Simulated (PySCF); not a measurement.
r2SCAN on La⁺ (lanthanum, charge +1), [Xe] 4f1 5d1, one real determinant (an excited configuration). Calculation: PySCF 2.14, in def2-TZVPPD with the def2 core potential (46 electrons); a scalar-relativistic core potential.

```
cycle= 1 E= -30.9414014261825  delta_E= -0.00354  |g|= 0.0116  |ddm|= 0.287
cycle= 2 E= -30.9414904610483  delta_E= -8.9e-05  |g|= 0.00368  |ddm|= 0.0407
cycle= 3 E= -30.9415018927937  delta_E= -1.14e-05  |g|= 0.00047  |ddm|= 0.012
cycle= 4 E= -30.9415035816014  delta_E= -1.69e-06  |g|= 0.000305  |ddm|= 0.00949
cycle= 5 E= -30.9415040927001  delta_E= -5.11e-07  |g|= 0.00014  |ddm|= 0.005
cycle= 6 E= -30.9415042962158  delta_E= -2.04e-07  |g|= 6.11e-05  |ddm|= 0.00479
cycle= 7 E= -30.9415043342992  delta_E= -3.81e-08  |g|= 3.59e-05  |ddm|= 0.00157
cycle= 8 E= -30.9415043479589  delta_E= -1.37e-08  |g|= 3.6e-06  |ddm|= 0.00118
cycle= 9 E= -30.9415043480511  delta_E= -9.21e-11  |g|= 8.97e-07  |ddm|= 0.000127
converged SCF energy = -30.9415043480511  <S^2> = 2.0019691  2S+1 = 3.0013124
```

Highest occupied orbital energy: 0.315 eV; ⟨L²⟩ = 17.99; populations by l: s 2.00, p 6.00, d 1.00, f 1.00.

Can this result be used?

Not for this state. Self-consistency was reached. ⟨L²⟩ = 17.99 against 30 for a pure H term, so this real determinant mixes terms. Energies and moments cover only the electrons outside the core potential. Spin-orbit coupling, absent here, splits the open shell strongly. At r2SCAN the highest occupied level has a positive energy, so only the finite basis holds that electron; for this excited configuration the basis is too tight for the outer shell.
